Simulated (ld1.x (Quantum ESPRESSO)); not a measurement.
Ranking TM potentials for carbon

All share these settings but for the change named:

carbon, norm-conserving Troullier–Martins (Kleinman–Bylander form), made with ld1.x (Quantum ESPRESSO) 7.5 (LDA (PZ), scalar-relativistic). Core [He], reference 2s2 2p0 (charge +2). Waves: 2p (bound, empty): rc 2.60 bohr; 3d channel at 0.15 Ry: rc 2.55 bohr; 2s (bound): rc 0.90 bohr. Local part: the s channel. Core correction: a·sin(br)/r model core, default radius (core density twice the valence density).

Cutoff: the first of the cutoffs (Ry, on a coarse ladder) from which the occupation-weighted sum of valence levels, in a spherical-Bessel basis at the reference potential, stays within 10 and 1 mRy of its value at 400 Ry; the density cutoff is not measured.

The base gives 70 Ry.

Of 8 variants that were run, those that failed, showed a ghost or another fault, or gave nearly equal values are left out.

A variant can come out equal or close to the base.

(1) Rank these variants from softest to hardest (loose cutoff).
A. wave 3d channel at 0.15 Ry: rc 2.55 bohr becomes 3d channel at 0.64 Ry: rc 2.55 bohr
B. wave 2s (bound): rc 0.90 bohr becomes 2s (bound): rc 1.08 bohr
C. all radii but the core radius scaled by about 1.42 (s 1.28, p 3.70, d 3.62 bohr)

## Answers

(1) C (35 Ry), B (40 Ry), A (70 Ry).
